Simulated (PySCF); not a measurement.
Constitutional and geometric isomers with formula CH6Si3. Isolated molecules, 0 K electronic values unless said otherwise. One relaxed conformer stands for each flexible species; it need not be the lowest. Strings in code marks are SMILES. All members: neutral, multiplicity 1. Level: ωB97X-D3(BJ)/def2-TZVP // PBE0-D3(BJ)/def2-TZVP (PySCF). Delta-SCF ions had no search for a lower state.  The removal energy is E(N − 1 electrons) − E(N electrons) at the parent's geometry; ε(HOMO) is measured against the vacuum level.

```
species                                          −ε(HOMO) (eV)  vertical ionisation energy (Delta-SCF) (eV)
-----------------------------------------------  -------------  -------------------------------------------
`[SiH2]=C[SiH]=[SiH2]` (Si–C–Si–Si torsion 48°)           7.36                                         7.10
`C1[SiH]=[SiH][SiH2]1`                                    7.83                                         7.61
`C[Si]1=[SiH][SiH2]1`                                     7.88                                         7.64
`C[SiH]1[SiH]=[SiH]1`                                     8.03                                         7.80
`C=[Si]1[SiH2][SiH2]1`                                    8.89                                     withheld
`C1=[SiH][SiH2][SiH2]1`                                   9.07                                         8.68
```

Q: Fit vertical ionisation energy (Delta-SCF) = a + b·x to the 5 complete rows by least squares, with x = −ε(HOMO) in eV. Give a, b and the rms residual, and predict the withheld value.

A: Means of the 5 rows: x̄ = 8.034, ȳ = 7.766 eV. Σ(x − x̄)² = 1.5929 and Σ(x − x̄)(y − ȳ) = 1.4469, so b = 0.908 and a = ȳ − b·x̄ = 0.471 eV. The rms residual is 0.035 eV. At x = 8.89 the line gives 8.54 eV. The run for `C=[Si]1[SiH2][SiH2]1` gave 8.35 eV, so the line is off by 0.19 eV, more than twice the rms residual.

Codes: PySCF.
